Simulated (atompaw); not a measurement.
Cutoff test, helium, PAW (atompaw)

helium, PAW, made with atompaw 4.2.0.5 (PBEsol, non-relativistic). Core none, reference 1s2. Waves: 1s (bound): rc 0.70 bohr; 1s channel at -0.7 Ry: rc 0.70 bohr; 2p channel at 0.05 Ry: rc 0.70 bohr. Local part: bessel scheme, radius 0.65 bohr. Core correction: none. Augmentation charge: besselshape compensation charge, radius 0.65 bohr; PAW radius 0.70 bohr; waves and projectors: custom rrkj gramschmidtortho.

The pseudo-atom Hamiltonian at the reference potential is diagonalised in spherical Bessel functions j_l(qr) that vanish at 20 bohr, with q² up to the cutoff. All-electron valence levels (Ry): 1s -1.1391.

**Question.** How do the lowest levels (Ry) of each channel move with the cutoff, and are there ghosts?

**Answer.**

```tsv
cutoff (Ry)	s #1	p #1	d #1	d #2	f #1	f #2	Σ f·Δε (mRy)
8	-0.6740	0.0454	0.0820	0.2004	0.1217	0.2687	930.3
15	-0.8598	0.0454	0.0820	0.2004	0.1217	0.2687	558.6
21	-0.9710	0.0454	0.0820	0.2004	0.1217	0.2687	336.2
35	-1.0769	0.0454	0.0820	0.2004	0.1217	0.2687	124.5
50	-1.1212	0.0453	0.0820	0.2004	0.1217	0.2687	36.0
70	-1.1353	0.0453	0.0820	0.2004	0.1217	0.2687	7.6
90	-1.1385	0.0453	0.0820	0.2004	0.1217	0.2687	1.3
120	-1.1390	0.0453	0.0820	0.2004	0.1217	0.2687	0.2
400	-1.1391	0.0453	0.0820	0.2004	0.1217	0.2687	0.0
```

Result: no extra level below or beside the all-electron valence levels (s, p, d, f tested); 10 mRy is reached at 70 Ry and 1 mRy at 100 Ry.
